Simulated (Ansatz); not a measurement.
`C/C=C/O` and `C/C=C\C[SiH3]` differ in one atom or group (the configuration at the double bond changes too).

Ansatz, PBE0-D4/def2-TZVP geometries, multiplicity 1. Each molecule was computed in one conformer, which needn't be the lowest.

```csv
property,`C/C=C/O`
HOMO–LUMO gap (B3LYP/def2-TZVPP) / eV,6.94
HOMO energy (B3LYP/def2-TZVPP) / eV,-6.20
LUMO energy (PBE0/def2-TZVPP) / eV,1.01
HOMO energy (PBE0/def2-TZVPP) / eV,-6.40
HOMO–LUMO gap (PBE/def2-TZVPP) / eV,5.18
size of the dipole moment (B3LYP/def2-TZVPP) / D,1.17
```

**Question.** Give the same properties after the change, and the shifts. (Best estimate.)

**Answer.** The calculation gave: 
```json
{"property": "HOMO–LUMO gap (B3LYP/def2-TZVPP) / eV", "`C/C=C\\C[SiH3]`": "6.77", "shift": "-0.17"}
{"property": "HOMO energy (B3LYP/def2-TZVPP) / eV", "`C/C=C\\C[SiH3]`": "-6.58", "shift": "-0.38"}
{"property": "LUMO energy (PBE0/def2-TZVPP) / eV", "`C/C=C\\C[SiH3]`": "0.41", "shift": "-0.60"}
{"property": "HOMO energy (PBE0/def2-TZVPP) / eV", "`C/C=C\\C[SiH3]`": "-6.78", "shift": "-0.38"}
{"property": "HOMO–LUMO gap (PBE/def2-TZVPP) / eV", "`C/C=C\\C[SiH3]`": "5.12", "shift": "-0.06"}
{"property": "size of the dipole moment (B3LYP/def2-TZVPP) / D", "`C/C=C\\C[SiH3]`": "0.70", "shift": "-0.47"}
```

With PBE0 the HOMO falls by 0.38 eV and the LUMO falls by 0.60 eV, so the gap narrows by about 0.22 eV. PBE moves the HOMO by -0.51 eV and ωB97M-V by -0.32 eV. Dipoles are sizes alone; their direction can turn.

B3LYP here is the variant with VWN-RPA as its local correlation; programs differ in this.
